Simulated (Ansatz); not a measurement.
The same atomization along the group Mg, Zn, Cd.

Calculated with Ansatz (gas phase, PBE0-D4/def2-TZVP geometries, no zero-point term in ΔE). CCSD(T)/CBS is the MP2 limit (def2-TZVPP, def2-QZVPP) plus CCSD(T) − MP2 in def2-TZVPP, frozen cores. This one scheme is used for every species, atoms too. Functionals use def2-TZVPP. B3LYP here is the variant with VWN-RPA as its local correlation; programs differ in this. No spin–orbit coupling; open shells (•) take unrestricted orbitals. Spin–orbit coupling would lower the free atoms: a little for Cl, S. def2 core potentials past Kr. Bonds to Cd, Mg, Zn are less sure, by a few kJ/mol each and by 10 to 20 or more in all where they break to atoms, as the def2 sets lack core-valence functions. Scalar relativity is left out up to krypton. Each species was taken in one conformer, which may not be the lowest.

```csv
reaction,r2SCAN-D4 (kJ/mol),MP2/CBS(def2) (kJ/mol),B3LYP-D4 (kJ/mol),PBE-D4 (kJ/mol),CCSD(T)/CBS(def2) (kJ/mol)
`[SH][Mg][Cl]` → Cl• + H• + S• + Mg (atom),1061,1087,1014,1039,1051
`[SH][Zn][Cl]` → Cl• + H• + S• + Zn (atom),957,980,899,940,942
`[SH][Cd][Cl]` → Cl• + H• + S• + Cd (atom),875,882,825,864,861
```

Largest T1 diagnostic: 0.017, for Zn (atom).

For atomizations the MP2-based limit and the directly extrapolated one differ by several kJ/mol either way, and by 10 to 25 for some Ge, Se and Sn compounds, so smaller differences from it don't rank the levels.
